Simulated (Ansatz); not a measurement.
C2H9AlOSi can be A, `[CH3][AlH][O][SiH2]C`, or B, `CO[SiH2][AlH][CH3]`.

Gas-phase electronic energies from Ansatz, PBE0-D4/def2-TZVP geometries. CCSD(T)/CBS adds triple-zeta CCSD(T) − MP2 to the extrapolated MP2 energy (def2 sets, frozen cores). DFT in def2-TZVPP. B3LYP here is the variant with VWN-RPA as its local correlation; programs differ in this. Each species was taken in one conformer, which may not be the lowest.

Task: Which is lower in electronic energy at CCSD(T)/CBS, and by how much? (Best estimate.)

Result: Ansatz gave: A, by 281.5 kJ/mol.

Task: Give E(B) − E(A) in kJ/mol with B2PLYP, HF/def2-TZVPP, CCSD/def2-TZVPP, PBE-D4, B3LYP-D4, CCSD(T)/def2-TZVPP, B3LYP. (Estimate.)

Result: Computed: B2PLYP 283.5, HF/def2-TZVPP 288.2, CCSD/def2-TZVPP 281.0, PBE-D4 251.7, B3LYP-D4 274.6, CCSD(T)/def2-TZVPP 278.6, B3LYP 275.1. None reverses the order clearly.

Largest T1 diagnostic: 0.011.

From PBE to PBE0 (25 % exact exchange), in def2-TZVPP and without D4, E(B) − E(A) moves by +9.9 kJ/mol.
